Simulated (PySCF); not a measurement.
TPSS on H- (hydrogen, charge -1), 1s2, closed-shell 1S. All numbers are calculated (PySCF 2.14, no relativity, point nucleus, in dyall-av2z (7s2p, 13 functions)).

```
cycle= 1 E= -0.529408513130232  delta_E= -0.000654  |g|= 0.00225  |ddm|= 0.0922
cycle= 2 E= -0.529393339264588  delta_E= 1.52e-05  |g|= 0.00421  |ddm|= 0.0326
cycle= 3 E= -0.529427730564429  delta_E= -3.44e-05  |g|= 0.000663  |ddm|= 0.0114
cycle= 4 E= -0.529428506829193  delta_E= -7.76e-07  |g|= 7.67e-05  |ddm|= 0.00157
cycle= 5 E= -0.529428517356991  delta_E= -1.05e-08  |g|= 1.35e-06  |ddm|= 0.000285
cycle= 6 E= -0.529428517359399  delta_E= -2.41e-12  |g|= 1.56e-07  |ddm|= 5.51e-06
converged SCF energy = -0.529428517359399  <S^2> = -8.8817842e-16  2S+1 = 1
```

Highest occupied orbital energy: 1.691 eV; ⟨L²⟩ = 0.00; populations by l: s 2.00, p 0.00.

Problem. Can this result be used?

Solution. With care. The calculation finished and met its thresholds. At TPSS the highest occupied level has a positive energy, so only the finite basis holds that electron; in a semilocal or global hybrid functional this comes from self-interaction and does not mean that the real anion is unbound.
